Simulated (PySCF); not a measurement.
Two species compared at the same levels of theory.

First species: C4H14Si2.
InChI=1S/C4H14Si2/c1-4(2)6-5-3/h4H,5-6H2,1-3H3

Second species: C4H7F3S.
Z-matrix (Å and degrees, GFN2-xTB geometry), rows numbered from 1:
```
C 
C   1  1.5185
S   2  1.8487  1  110.43
C   2  1.5286  1  113.30  3   118.53
C   4  1.5171  2  113.03  1    69.40
F   5  1.3416  4  113.39  2   -74.07
F   5  1.3420  4  112.69  2    46.78
F   5  1.3415  4  111.32  2   166.34
H   1  1.0874  2  110.58  3   177.81
H   1  1.0879  2  110.39  3    58.17
H   1  1.0879  2  110.39  3   -61.78
H   2  1.0934  1  110.88  3  -117.81
H   3  1.3300  2   95.59  1   -60.75
H   4  1.0923  2  110.55  1   -51.71
H   4  1.0931  2  109.72  1  -171.34
```

Levels: PBE0/def2-SVPD for dipole moment, HOMO energy, LUMO energy, HOMO–LUMO gap, static isotropic polarisability and electronic spatial extent ⟨r²⟩ about the centre of nuclear charge; TDDFT PBE0/def2-SVPD for lowest singlet excitation; TDA PBE0/def2-SVPD for lowest triplet excitation (Tamm–Dancoff); GFN2-xTB for rotational constant A and rotational constant C. Geometries: GFN2-xTB. All species are isolated and taken at one optimised geometry, non-relativistic unless stated. Electronic properties by PySCF.

The conformers computed, where there is a choice (atom-mapped SMILES and torsion angles):
- `[CH3:1][SiH2:2][SiH2:3][CH:4]([CH3:5])[CH3:6]`: C1–Si2–Si3–C4 59°, Si2–Si3–C4–C5 180°
- `[CH3:1][C@@H:2]([SH:3])[CH2:4][C:5]([F:6])([F:7])[F:8]`: C1–C2–C4–C5 69°, C2–C4–C5–F6 -74°, H–S3–C2–C1 -61°

Values for the first species:

| Item | Value |
| --- | --- |
| Dipole moment | 1.05 D |
| HOMO energy | -7.78 eV |
| LUMO energy | 0.08 eV |
| HOMO–LUMO gap | 7.86 eV |
| Lowest singlet excitation | 6.75 eV |
| Lowest triplet excitation (Tamm–Dancoff) | 6.04 eV |
| Static isotropic polarisability | 107.6 au |
| Electronic spatial extent ⟨r²⟩ about the centre of nuclear charge | 1333 bohr² |
| Rotational constant A | 3.595 GHz |
| Rotational constant C | 1.011 GHz |

(1) Estimate the same properties for the second species, and the change in each.

Answers

(1) 
| property | first | second | second less first |
| --- | --- | --- | --- |
| dipole moment | 1.05 D | 1.61 D | +0.56 D |
| HOMO energy | -7.78 eV | -7.20 eV | +0.58 eV |
| LUMO energy | 0.08 eV | -0.07 eV | -0.15 eV |
| HOMO–LUMO gap | 7.86 eV | 7.13 eV | -0.73 eV |
| lowest singlet excitation | 6.75 eV | 5.47 eV | -1.28 eV |
| lowest triplet excitation (Tamm–Dancoff) | 6.04 eV | 4.96 eV | -1.08 eV |
| static isotropic polarisability | 107.6 au | 72.9 au | -34.7 au |
| electronic spatial extent ⟨r²⟩ about the centre of nuclear charge | 1333 bohr² | 1363 bohr² | +30 bohr² |
| rotational constant A | 3.595 GHz | 3.165 GHz | -0.430 GHz |
| rotational constant C | 1.011 GHz | 0.819 GHz | -0.192 GHz |

On the first: The principal polarisabilities are 95.9, 101.1 and 125.8 au; their mean is the isotropic value. The vertical singlet–triplet gap S1 − T1 is 0.71 eV (TDDFT singlet less Tamm–Dancoff triplet; S1: HOMO→LUMO, weight 0.91; T1: HOMO→LUMO, weight 0.61).

On the second: In wavenumbers S1 is 44100 cm⁻¹ (1 eV = 8065.54 cm⁻¹). No computed singlet falls in the visible range (750 to 380 nm, 1.65 to 3.26 eV); S1 lies 2.21 eV above its blue end.
